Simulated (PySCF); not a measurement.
Spectrum to structure. Level of theory: TDDFT PBE0/def2-SVPD, vertical, gas phase, core orbitals frozen in the response in PySCF 2.14.0, density-fitted response routines. Geometries: GFN2-xTB, one conformer each.

```csv
state,λ (nm),f
S1,209.4,0.012
S2,200.1,0.0024
S3,187.8,0.016
S4,179.0,0.132
S5,177.0,0.054
S6,173.9,0.0005
```

Triplets computed (Tamm–Dancoff): 4.40, 5.75 eV.

Task: Which candidate is it? All have the formula C5H7F2NO.
A. `C(F)(C/C(C)=N/C=O)F`
B. `C[C@@H](C#N)O[C@@H](F)CF`
C. `C1NCC(=C1)OC(F)F`

Result: C. Its S1 lies at 5.92 eV; the nearest of the others has S1 at 4.63 eV. S1 is HOMO→LUMO (86%), HOMO-1→LUMO (13%). Löwdin shares by element: HOMO nitrogen 44%, carbon 28% or more (atoms not listed hold the other 29%); LUMO carbon 58% or more, oxygen 7%, hydrogen 7% or more (atoms not listed hold the other 27%). At the same level the other candidates give, for their lowest levels:
- `C/C(CC(F)F)=N\C=O`: 268 nm (f 0.002); 239 nm (f 0.005); 219 nm (f 0.007); 177 nm (f 0.153); 174 nm (f 0.044); T1 4.16 eV; HOMO -7.64, LUMO -1.29 eV
- `C[C@@H](C#N)O[C@@H](F)CF`: 164 nm (f 0.001); 154 nm (f 0.013); 153 nm (f 0.005); 151 nm (f 0.000); 145 nm (f 0.015); T1 6.30 eV; HOMO -9.59, LUMO 0.01 eV
